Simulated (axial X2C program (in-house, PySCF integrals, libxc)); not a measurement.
## AuC at several levels of theory

Computed with an in-house all-electron X2C program for linear molecules (integrals from PySCF). Spin-free means the one-electron spin-free X2C Hamiltonian; two-component (2c) means X2C with spin–orbit coupling and atomic mean-field two-electron Coulomb and Gaunt terms, so the difference of the two also holds small scalar two-electron terms. Basis: Au dyall-cv3z [13s14p9d6f4g], C dyall-v3z [7s6p2d1f] (cores contracted in-house); Gaussian nuclei, density fitting, unrestricted open shells. Masses: Au 196.967 u, C 12.000 u.

The run was started with this input:
```json
{"zs": [79, 6], "q": 0, "bas": ["dyall-cv3z", "dyall-v3z"], "levels": ["PBE0", "HF", "B3LYP"], "cc": true, "r0": 1.88, "thr": -2.0, "nmax": 90, "npts": 10, "nst": 2, "ntry": 6}
```
```bash
python so2c.py task.json out
```

Keys: zs atomic numbers; q charge; bas basis sets; levels methods; cc coupled cluster on or off; r0 starting distance in Å; thr threshold in hartree for freezing inner shells (an s shell follows its p shell); nmax most natural virtual spinors; npts points on the curve; nst determinants followed; ntry starts of the search. HF also brings MP2.

State, spin-free: M_S = 1/2, Λ = 1 (beyond evenly filled blocks: π+α); electrons by block: σα: 16, σβ: 16, π+α: 9, π+β: 8, π-α: 8, π-β: 8, δ+α: 4, δ+β: 4, δ-α: 4, δ-β: 4, φ+α: 1, φ+β: 1, φ-α: 1, φ-β: 1. Fragments: Au + C.

State, 2c: Ω = 1/2 (⟨Sz⟩ = -0.49, ⟨Lz⟩ = 0.99 at PBE0); electrons by block: 1/2: 25, -1/2: 24, 3/2: 12, -3/2: 12, 5/2: 5, -5/2: 5, 7/2: 1, -7/2: 1. Fragments: Au + C.

```csv
Hamiltonian,level,Re (Å),ωe (cm⁻¹),ωexe (cm⁻¹),Be (cm⁻¹),De (eV),k (mdyn/Å),μ (D)
spin-free,PBE0,1.847,707.2,4.45,0.4367,2.86,3.33,-1.89
spin-free,HF,2.024,414.7,10.9,0.3637,0.310,1.15,-1.68
spin-free,B3LYP,1.859,689.7,4.46,0.4312,2.81,3.17,-1.72
2c,PBE0,1.831,726.5,4.51,0.4447,3.05,3.52,-1.86
2c,HF,1.989,451.3,10.4,0.3769,0.414,1.36,-1.79
2c,B3LYP,1.842,708.5,4.54,0.4392,3.00,3.35,-1.70
```

Dipoles are positive if C is the positive end.

One determinant describes the state; a PBE0 search over occupations chose it and may have missed a lower one. De is counted from the lowest determinant-based energies of the atoms at the same level, without counterpoise correction. Density functionals use the spin component along the axis (collinear). The 2c atoms are single determinants rather than J levels; their spin–orbit lowering is only partly caught, and De is too large by that part. This holds for PBE0, B3LYP. Without a current term, density functionals place determinants with orbital angular momentum somewhat too high. The determinant is spin-polarised beyond a pure state at some levels (its spin-free form has ⟨S²⟩ too high), which makes Re and μ there less reliable.

No reliable constants came from MP2 (2c), MP2 (spin-free): no minimum in range, unconverged points, a curve that is not smooth, a change of character along it, or the two Hamiltonians disagreeing along it.

Rough cost a point (2c) on 1 thread(s) of a shared host, integrals apart: PBE0 1.2 s, HF 1.4 s, B3LYP 1.2 s.

The whole task took 3 min on 1 thread of Arm Neoverse V1, with other jobs on the host.
